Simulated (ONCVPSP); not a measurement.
# sulfur, ONCV: configuration errors across variants

sulfur (S), optimised norm-conserving Vanderbilt (ONCV), made with ONCVPSP 4.0.1 (PBE, scalar-relativistic). Core [He], reference 2s2 2p6 3s2 3p4. Waves: 2s+3s: rc 0.85 bohr, ncon 4, nbas 7, qcut 11.6 1/bohr, 2 projectors; 2p+3p: rc 0.65 bohr, ncon 4, nbas 7, qcut 19.9 1/bohr, 2 projectors. Local part: polynomial inside 0.45 bohr (lpopt 5, dvloc0 4 Ha). Core correction: Teter function, fcfact 3, rcfact 1.

All-electron excitation energies from the reference (eV): (1) 2s2 2p6 3s2 3p3 11.769; (2) 2s2 2p6 3s2 3p2 34.052; (3) 2s2 2p6 3s2 3p1 68.094; (4) 2s2 2p6 3s2 3p0 114.891.

Errors AE − PS in meV (a dash: test not solved or not reliable):

| change | (1) | (2) | (3) | (4) | bound ghosts | GHOST(+) flags above zero |
| --- | --- | --- | --- | --- | --- | --- |
| base | +1.0 | +3.4 | +9.6 | +23 | none | none |
| all radii but the core radius scaled by about 0.80 (s 0.68, p 0.52 bohr); local potential polynomial inside 0.36 bohr (lpopt 5, dvloc0 4 Ha) | +0.7 | +2.5 | +6.7 | +16 | none | none |
| all radii but the core radius scaled by about 0.89 (s 0.76, p 0.58 bohr); local potential polynomial inside 0.40 bohr (lpopt 5, dvloc0 4 Ha) | +0.9 | +3.1 | +8.4 | +20 | none | none |
| all radii but the core radius scaled by about 1.04 (s 0.88, p 0.68 bohr); local potential polynomial inside 0.46 bohr (lpopt 5, dvloc0 4 Ha) | +0.9 | +3.4 | +9.8 | +24 | none | none |
| all radii but the core radius scaled by about 1.11 (s 0.94, p 0.72 bohr); local potential polynomial inside 0.50 bohr (lpopt 5, dvloc0 4 Ha) | +0.9 | +3.4 | +10 | +25 | none | none |
| all radii but the core radius scaled by about 1.21 (s 1.04, p 0.78 bohr); local potential polynomial inside 0.54 bohr (lpopt 5, dvloc0 4 Ha) | +0.8 | +3.3 | +10 | +27 | none | none |

**Question.** Give the same row for: all radii but the core radius scaled by about 1.29 (s 1.10, p 0.84 bohr); local potential polynomial inside 0.58 bohr (lpopt 5, dvloc0 4 Ha).

**Answer.** +0.7, +3.4, +11, +27; bound ghosts: none; GHOST(+) flags above zero: none.
